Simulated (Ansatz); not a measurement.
`C[Se]P` + `CBN` → `CB(N)P` + `C[SeH]`  (formal exchange of groups at a P–Se bond)

Computed with Ansatz on PBE0-D4/def2-TZVP structures; ΔE is electronic, products minus reactants. CCSD(T)/CBS adds triple-zeta CCSD(T) − MP2 to the extrapolated MP2 energy (def2 sets, frozen cores). Functionals use def2-TZVPP. B3LYP here is the variant with VWN-RPA as its local correlation; programs differ in this. For Se outer-core shells are correlated without core-valence functions, which leaves a few kJ/mol of doubt a bond. Scalar relativity is left out up to krypton. Each species was taken in one conformer, which may not be the lowest.

Task: Is it downhill or uphill in electronic energy at CCSD(T)/CBS, and by how much? (An estimate is asked.)

Result: Computed: Uphill: ΔE = +0.11 eV.

Task: What do these levels give: PBE0-D4, B3LYP, MP2/def2-SVP, CCSD/def2-SVP, HF/def2-TZVPP, SCS-MP2/def2-QZVPP? (Estimate.)

Result: Ansatz gave: PBE0-D4 0.09, B3LYP 0.15, MP2/def2-SVP -0.04, CCSD/def2-SVP -0.06, HF/def2-TZVPP 0.15, SCS-MP2/def2-QZVPP 0.14 eV.

Largest T1 diagnostic among the species: 0.013.

From BLYP to BHLYP (50 % exact exchange), in def2-TZVPP and without D4, ΔE moves by −0.03 eV. In def2-TZVPP, CCSD(T) changes the Hartree–Fock value by −0.08 eV (the triples alone add −0.00 eV) and MP2 by −0.05 eV. Leaving LDA and LC-ωPBE aside and taking each functional with its dispersion term where it has one, the values, not all of them listed here, spread over 0.11 eV, from B97M-V to BLYP-D4. LDA lies −0.08 eV from PBE without D4.
